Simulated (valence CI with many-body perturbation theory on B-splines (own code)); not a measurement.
## Pb10+: calculated level list

Level of theory: valence CI with perturbative core correlation (CI+MBPT): four valence electrons over a frozen Dirac-Fock core [Xe] 4f14, radial functions for each j: 7 s, 7 p, 8 d, 6 f, 4 g, 1 h, with the one-electron correlation potential Σ1, the two-electron term Σ2, the three-electron term Σ3, Breit, model QED; selected CI, second order for the rest, scaled by the run's own slope (own B-spline code, finite nucleus).

No measured levels were compared; by estimate terms of the open shell hold to 2 to 4 % of their energy, and close levels can change places. Excitations out of the core, of the other parity, are not computed and may begin above about 49.7 eV (a cautious bound); beyond it only levels of the ground parity were kept, without lifetimes.

Levels 46 to 72 of 72, with energies above the lowest level, (5d3/2^4) J=0. "Leading %" is the weight of the configuration and term that name the level; weights of strongly mixed levels are sums over their largest components and can fall short. In the jj column 3d3/2^4 stands for four electrons in 3d with j = 3/2. Lifetimes count E1, E2, E3, M1 and M2 decay at the calculated energies, and are blank where another channel may lead or the interval is too uncertain; long ones can be off by a factor of two.

```csv
No.,Configuration,Term,J,E (cm⁻¹),Leading %,Lifetime,g,Leading jj
46,5d3 6s,3P,0,375580,99,2.01 μs,,5d3/2^2 5d5/2 6s (98 %)
47,5d3 6s,5P,3,383240,81,2.49 μs,1.588,5d3/2^2 5d5/2 6s (51 %)
48,5d3 6s,3G,4,387860,35,2.20 μs,1.136,5d3/2 5d5/2^2 6s (73 %)
49,5d3 6s,5F,5,389120,46,2.49 μs,1.199,5d3/2 5d5/2^2 6s (74 %)
50,5d3 6s,3F,3,391050,44,1.91 μs,0.968,5d3/2 5d5/2^2 6s (91 %)
51,5d3 6s,3P,2,394690,33,1.82 μs,1.345,5d3/2^2 5d5/2 6s (47 %)
52,5d3 6s,3F,4,396860,53,1.76 μs,1.060,5d3/2 5d5/2^2 6s (96 %)
53,5d3 6s,3D,2,398150,35,1.92 μs,1.275,5d3/2 5d5/2^2 6s (73 %)
54,5d3 6s,3P,1,398240,47,2.13 μs,1.513,5d3/2 5d5/2^2 6s (92 %)
55,5d3 6s,3H,6,402050,99,,1.166,5d3/2 5d5/2^2 6s (99 %)
56,5d3 6s,3P,1,403400,55,,1.117,5d3/2 5d5/2^2 6s (93 %)
57,5d3 6s,3P,0,405350,99,,,5d3/2 5d5/2^2 6s (98 %)
58,5d3 6s,3D,3,407040,80,,1.289,5d3/2 5d5/2^2 6s (64 %)
59,5d3 6s,1H,5,407590,57,,1.026,5d3/2 5d5/2^2 6s (94 %)
60,5d3 6s,3F,3,410590,63,,1.181,5d3/2 5d5/2^2 6s (85 %)
61,5d3 6s,3F,2,410890,37,,0.989,5d3/2 5d5/2^2 6s (68 %)
62,5d3 6s,3F,4,414060,87,,1.223,5d3/2 5d5/2^2 6s (94 %)
63,5d3 6s,1D,2,414740,33,,1.025,5d3/2 5d5/2^2 6s (92 %)
64,5d3 6s,1F,3,420030,75,,1.021,5d3/2 5d5/2^2 6s (86 %)
65,5d3 6s,3G,5,421720,55,,1.174,5d5/2^3 6s (83 %)
66,5d3 6s,3P,2,427430,50,,1.323,5d5/2^3 6s (61 %)
67,5d3 6s,1G,4,427670,38,,1.060,5d5/2^3 6s (94 %)
68,5d3 6s,1P,1,430560,40,,0.932,5d3/2 5d5/2^2 6s (50 %)
69,5d3 6s,3D,1,446950,82,,0.629,5d3/2 5d5/2^2 6s (50 %)
70,5d3 6s,3D,2,448310,65,,1.148,5d3/2 5d5/2^2 6s (56 %)
71,5d3 6s,3D,3,453990,69,,1.282,5d5/2^3 6s (82 %)
72,5d3 6s,1D,2,459480,64,,1.015,5d5/2^3 6s (77 %)
```
